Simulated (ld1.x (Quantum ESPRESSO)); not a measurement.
Results of a calculation; reference values are marked as such.
Potentials for O (Z = 8) compared

Generated with ld1.x 7.5 (TM, RRKJ, ultrasoft, PAW), atompaw 4.2 or ONCVPSP 4.0.1. The cutoff is in Ry: for ld1.x and atompaw files where the sum of valence levels is converged to 10 mRy in a Bessel basis, for ONCV files where the hardest occupied wave has 1 mHa per electron of residual kinetic energy. The error is the largest all-electron minus pseudo excitation energy over each file’s own four to seven test configurations (ionisations up to +4, promotions, holes and added fractions of an electron), all of which were solved. The labels leave out finer settings (local radius, basis sizes, second energies), which also bear on the numbers. Spin-polarised tests are not counted. The rows are a selection from randomly drawn settings: files with unsolved tests, undetermined cutoffs or missed reference levels are left out.

```csv
potential,cutoff (Ry),largest error (meV),bound ghosts
"ultrasoft, PBE, scalar-relativistic, rc 0.95/1.95/1.80 (spd), local smoothed, core correction yes, reference 2s2 2p3",21,+138,none
"ultrasoft, PBE, non-relativistic, rc 0.65/1.50 (sp), local smoothed, core correction yes, reference 2s2 2p2.5",90,+97,none
"TM, PBE, scalar-relativistic, rc 0.62/1.10/0.95 (spd), local smoothed, core correction no, reference 2s2 2p2",180,+613,none
"ultrasoft, LDA (PZ), scalar-relativistic, rc 1.00/1.25/1.20 (spd), local smoothed, core correction no, reference 2s1.5 2p4.5",45,+645,none
"TM semilocal, PBE, non-relativistic, rc 0.75/1.05 (sp), local p, core correction no, reference 2s2 2p2",120,+507,none
```

Problem. Fill in the row for O: TM, LDA (PZ), scalar-relativistic, rc 0.55/1.15/1.20 (spd), local s, core correction yes, reference 2s2 2p3.75.

Solution. cutoff 260 Ry, largest error +265 meV, bound ghosts: none.

Problem. Fill in the row for O: PAW, PBE, scalar-relativistic, rc 1.05/1.55 (sp), local smoothed, core correction yes, reference 2s2 2p4.

Solution. cutoff 30 Ry, largest error -26 meV, bound ghosts: none.
